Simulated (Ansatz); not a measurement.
Ansatz (an electronic-structure program) input (B3LYP-D3(BJ)/def2-TZVP):

Ansatz 0.2 input:
```yaml
crystal:
  periodic: [false, false, false]
  atoms:
    - {symbol: Si, position_ang: [-0.29292155, -0.76619824, -0.01805902]}
    - {symbol: N, position_ang: [1.22477108, 0.41405126, -0.43332778]}
    - {symbol: N, position_ang: [-1.39514073, 0.30649359, 0.68648678]}
    - {symbol: H, position_ang: [0.37092666, -1.65797328, 0.91202563]}
    - {symbol: H, position_ang: [-0.62374990, -1.18142818, -1.36675518]}
    - {symbol: H, position_ang: [1.58478386, 0.85662629, 0.41269292]}
    - {symbol: H, position_ang: [0.94228164, 1.16313074, -1.06598162]}
    - {symbol: H, position_ang: [-1.55048726, 0.35298272, 1.68321900]}
    - {symbol: H, position_ang: [-2.20281161, 0.66037347, 0.19423486]}
    - {symbol: H, position_ang: [1.99891667, -0.08418466, -0.87322928]}
basis:
  gaussian:
    orbitals: def2-TZVP
hamiltonian:
  xc: b3lyp
  dispersion: d3bj
total_charge: 1
relax: {f_tol: 0.002, max_steps: 150}
```

End of the output:

```
integrals: 0.05 GiB planned
879 factors; their error is unknown
0.20 GiB of the device are held for the grids
0.59 GiB of device memory are held for the factors and their scratch space
mean field: 0.46 GiB planned
mean field -10969.08482143 eV, -403.1064320750 hartree, gradient 2.2e-5 eV, S^2 0.000000; 0 other end points of the search recorded, 0 dependent functions left out
the calculation of the forces begins
reference -10969.08505735 eV, -403.1064407449 hartree; 17, 17 occupied and 124, 124 virtual orbitals, 879 factors
relax step   7: F+E_penalty+E_count = -10969.38008490 eV  Δ(F+E_penalty+E_count) = -3.218e-6 eV  max|allowed force component| = 5.243e-4 eV/Å  Δτ_max = 0.0008 Å  (21 SCF iters, accepted)
integrals: 0.05 GiB planned
879 factors; their error is unknown
0.20 GiB of the device are held for the grids
0.59 GiB of device memory are held for the factors and their scratch space
mean field: 0.46 GiB planned
mean field evaluation 64: about -10969.0618 eV, gradient 2.8e-1 eV
mean field -10969.08482143 eV, -403.1064320750 hartree, gradient 2.1e-5 eV, S^2 0.000000; 1 other end points of the search recorded, 0 dependent functions left out
the calculation of the forces begins
reference -10969.08505735 eV, -403.1064407449 hartree; 17, 17 occupied and 124, 124 virtual orbitals, 879 factors
Total energy: -10969.38032082 eV, -403.1172914772 hartree
Atom 0 at    -0.280571    -0.706813    -0.010751 Å, force     0.000524    -0.000292    -0.000217 eV/Å
Atom 1 at     1.232671     0.414285    -0.436976 Å, force    -0.000292    -0.000152     0.000021 eV/Å
Atom 2 at    -1.450017     0.255319     0.699946 Å, force    -0.000411     0.000198     0.000174 eV/Å
Atom 3 at     0.370343    -1.648549     0.904246 Å, force    -0.000278     0.000159     0.000168 eV/Å
Atom 4 at    -0.616270    -1.176880    -1.357642 Å, force    -0.000106     0.000157     0.000064 eV/Å
Atom 5 at     1.617018     0.859251     0.399092 Å, force     0.000139     0.000194    -0.000043 eV/Å
Atom 6 at     0.973209     1.166610    -1.078392 Å, force     0.000184     0.000198     0.000046 eV/Å
Atom 7 at    -1.563057     0.347499     1.698443 Å, force     0.000170    -0.000143    -0.000200 eV/Å
Atom 8 at    -2.220505     0.661969     0.190774 Å, force     0.000119    -0.000190     0.000043 eV/Å
Atom 9 at     1.993748    -0.108817    -0.877434 Å, force    -0.000050    -0.000129    -0.000056 eV/Å
Dipole moment:     0.593122     0.389451    -0.177487 e Å
```

It need not be the lowest isomer of its formula.
